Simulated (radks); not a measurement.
Spherical quantum dot in the effective-mass picture: electrons in a well V = -V0 / (1 + exp((r - R)/a)) with V0 = 4.91, R = 8.59, a = 0.34, with a point charge +2 (a donor) at the centre, all in effective atomic units (hartree* = m*/eps^2 hartree, bohr* = eps/m* bohr), one dielectric constant everywhere. Calculated with a radial shooting solver with Libxc functionals: non-relativistic Kohn-Sham, LDA (Slater exchange, Perdew-Wang correlation), spin-polarised, spherical densities. Levels are named by radial order and angular momentum (1s, 1p, 1d, 2s, ...), and open shells are averaged over m. Results are scaled to m* = 0.04 and eps = 5.5, for which hartree* = 35.98 meV and bohr* = 7.276 nm.

N = 2, configuration 1s2. This is the lowest configuration that the search found. Occupied and some empty levels:

level  occupation  eigenvalue (meV)  <r> (nm)
1s              2           -197.19     6.980
2s              0           -174.29     32.07
1p              0           -173.00     31.73
1d              0           -168.77     37.90

Energy (meV): total -455.333, kinetic 99.577, external -591.72, Hartree 71.816, exchange-correlation -35.004.
